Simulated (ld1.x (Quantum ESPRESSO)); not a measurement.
# What one change does to a pseudopotential (sulfur, PAW)

```json
{
 "Element": "S",
 "Generator": "ld1.x (Quantum ESPRESSO) 7.5",
 "Type": "PAW",
 "Functional": "BLYP",
 "Relativity": "non-relativistic",
 "Frozen core": "[Ne]",
 "Valence charge": "6",
 "Reference configuration": "3s2 3p4",
 "Partial waves": "3s (bound): rcut 1.00, rcutus 1.40 bohr; 3s channel at -0.85 Ry: rcut 1.00, rcutus 1.40 bohr; 3p (bound): rcut 1.50, rcutus 1.90 bohr; 3p channel at 1.75 Ry: rcut 1.50, rcutus 1.90 bohr",
 "Local potential": "all-electron potential smoothed inside 1.70 bohr (lloc = -2)",
 "Core correction": "a·sin(br)/r model core inside 1.10 bohr",
 "Augmentation charge": "PSQ, inside the norm-conserving radii"
}
```

Change: type ultrasoft; local potential all-electron potential smoothed inside 1.35 bohr (lloc = -1); augmentation built from norm-conserving waves at rcut, not smoothed further.

Cutoffs: the cutoffs (Ry, on a coarse ladder) from which the occupation-weighted sum of valence levels, in a spherical-Bessel basis at the reference potential, stays within 10 and 1 mRy of its value at 400 Ry; they do not see the model core or the augmentation charge, which bear on the density cutoff. Errors are all-electron minus pseudo energies relative to the spin-unpolarised reference configuration.

Problem. What does the change do?

Solution. The potential gets neither clearly harder nor softer (18 Ry and 35 Ry → 18 Ry and 35 Ry); the s channel sets the loose cutoff, while the largest relative change is in p, which becomes softer; of the 7 tests that both files solve, the error grows in 7 and shrinks in 0 by more than 15 % and 0.3 meV (median size 1.5 → 10.2 meV); neither file shows a bound ghost. Several settings change at once here, so the effects cannot be laid on one of them.

```csv
quantity,base,changed
"cutoff, loose",18 Ry,18 Ry
"cutoff, tight",35 Ry,35 Ry
loose cutoff by channel (10 mRy a level),"s 15 Ry, p 15 Ry","s 15 Ry, p 12 Ry"
bound ghosts,none,none
"error for 3s2 3p3, meV [ΔE 11.63 eV]",-0.6,+2.2
"error for 3s2 3p2, meV [ΔE 33.78 eV]",-6.8,+19
"error for 3s2 3p1, meV [ΔE 67.72 eV]",-33,+76
"error for 3s0 3p6, meV [ΔE 20.49 eV]",+7.1,+50
"error for 3s1 3p5, meV [ΔE 10.19 eV]",+1.5,+10
"error for 3s2 3p3.5, meV [ΔE 4.59 eV]",-0.1,+0.4
"error for 3s1 3p4, meV [ΔE 22.37 eV]",+0.1,+10
s: phases at 2.06 bohr within 0.05 rad from the reference energy up to (Ry; the scan ends near 5),4.4,4.6
p: phases at 2.06 bohr within 0.05 rad from the reference energy up to (Ry; the scan ends near 5),to the end of the scan,to the end of the scan
lowest overlap eigenvalue by channel,"s 0.44, p 0.79","s 0.46, p 0.73"
```
